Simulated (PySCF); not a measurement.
Zn(SH) (HSZn), SMILES [Zn+][SH], charge +1.

Coordinates come from a PBE0-D3(BJ)/def2-TZVP optimisation. The multiplicity is an assumed one; other spin states were not compared. The isomer is the one that the SMILES or the coordinates give; other isomers of the formula were not compared.

Computed with CAM-B3LYP/def2-TZVPD (PySCF).

Gas-phase values at a fixed geometry.

Computed frontier levels, gap, dipole moment and polarisability:
```yaml
highest_occupied_level: -14.65 eV
lowest_empty_level: -9.36 eV
orbital_gap: 5.29 eV
dipole_moment_about_the_centre_of_nuclear_charge: 3.73 D
mean_static_polarisability: 40.2 bohr³ (5.96 Å³)
polarisability_principal_values: 30.4, 31.4, 58.9 bohr³
```
